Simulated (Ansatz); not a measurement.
Basis-set extrapolation for CH₅AlClNOSi (`[AlH2][NH][Si]1(Cl)CO1`) (PBE0-D4/def2-TZVP geometry, frozen core, Ansatz). Multiplicity 1, RHF reference.

```
                       def2-TZVPP    def2-QZVPP
                 HF  -1160.649988  -1160.687678
    MP2 correlation     -0.990032     -1.069282
CCSD(T) correlation     -1.078728       not run
```

Energies in hartree. Use E(X) = E(∞) + A·exp(−7.88·√X) for Hartree–Fock and E(X) = E(∞) + B·X^(−2.97) for correlation, with X = 3 and 4, and add CCSD(T) minus MP2 of the smaller set to the MP2 limit.

What is the CCSD(T) energy at the basis-set limit?

HF limit: -1160.687678 + (-0.037690) × 0.13774 = -1160.69287. MP2 limit: -1.069282 + (-0.079250) × 0.74074 = -1.12799. Higher-order term: -1.078728 − (-0.990032) = -0.08870. Total: -1161.90956 hartree, 474.8 kJ/mol below CCSD(T)/def2-TZVPP.
